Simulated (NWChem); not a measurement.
Lowest excitation of CH₂F (+1)

```xyz
4

C      0.0000     0.0000    -0.5879
F      0.0000     0.0000     0.6355
H     -0.9845     0.0000    -1.0961
H      0.9845     0.0000    -1.0961
```
Charge +1, spin multiplicity 1.

Everything below was run with NWChem. All single points use one geometry, from PBE0/def2-SVP, a minimum by its harmonic frequencies.

Basis set: def2-SVPD.

Costs are rough ratios of processor time within this set of runs, SCF included, with CIS as 1.

The correlated methods keep 2 core orbitals frozen. B3LYP has NWChem's definition, with VWN1-RPA local correlation. The spin multiplicity of the parent species was assumed, not shown to be that of its ground state. The structure started from a generated list of species. Coupled-cluster values serve here as a point of comparison, not as the truth.

```csv
method,lowest vertical singlet excitation energy (eV),relative cost
EOM-CCSD,?,under 3
CIS,?,1
TD-PBE,?,under 3
TDA-PBE0,5.35,under 3
TD-B3LYP,5.30,under 3
```

**Question.** Complete the blanks.

**Answer.** 
- EOM-CCSD, lowest vertical singlet excitation energy (eV): 5.54
- CIS, lowest vertical singlet excitation energy (eV): 6.45
- TD-PBE, lowest vertical singlet excitation energy (eV): 4.99
